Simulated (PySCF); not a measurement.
PySCF 2.14 output of an unrestricted B2PLYP calculation on a single atom or ion in aug-cc-pwCVDZ-PP with ECP60MDF (6s6p5d3f, 70 functions), with a scalar-relativistic core potential:

```
SCF conv_tol = 1e-09
number electrons alpha = 9  beta = 8
    A. D. Becke.,  Phys. Rev. A 38, 3098 (1988)
    C. Lee, W. Yang, and R. G. Parr.,  Phys. Rev. B 37, 785 (1988)
    B. Miehlich, A. Savin, H. Stoll, and H. Preuss.,  Chem. Phys. Lett. 157, 200 (1989)
cycle= 1 E= -134.316262104681  delta_E= -0.00504  |g|= 0.0182  |ddm|= 0.167
cycle= 2 E= -134.316496523236  delta_E= -0.000234  |g|= 0.00788  |ddm|= 0.049
cycle= 3 E= -134.316558673782  delta_E= -6.22e-05  |g|= 0.00382  |ddm|= 0.022
cycle= 4 E= -134.316593696644  delta_E= -3.5e-05  |g|= 0.00167  |ddm|= 0.0217
cycle= 5 E= -134.316607203454  delta_E= -1.35e-05  |g|= 0.000367  |ddm|= 0.0223
cycle= 6 E= -134.316607774728  delta_E= -5.71e-07  |g|= 9.43e-05  |ddm|= 0.00389
cycle= 7 E= -134.316607815204  delta_E= -4.05e-08  |g|= 4.98e-06  |ddm|= 0.00129
cycle= 8 E= -134.316607815246  delta_E= -4.14e-11  |g|= 4.88e-07  |ddm|= 3.32e-05
converged SCF energy = -134.316607815246  <S^2> = 0.7568618  2S+1 = 2.0068501
```

The run itself started from symmetry-adapted Hartree-Fock orbitals and held the occupation by maximum overlap, on a logarithmic radial grid, so the iterations belong to that start.

**Question.** Which element, charge and spin multiplicity is this?

**Answer.** Au²⁺ (gold, charge +2), multiplicity 2; the state was [Xe] 4f14 5d9, 2D determinant. The SCF energy lacks the PT2 part of the double hybrid.

Energies and moments cover only the electrons outside the core potential. Spin-orbit coupling, absent here, splits the open shell strongly.
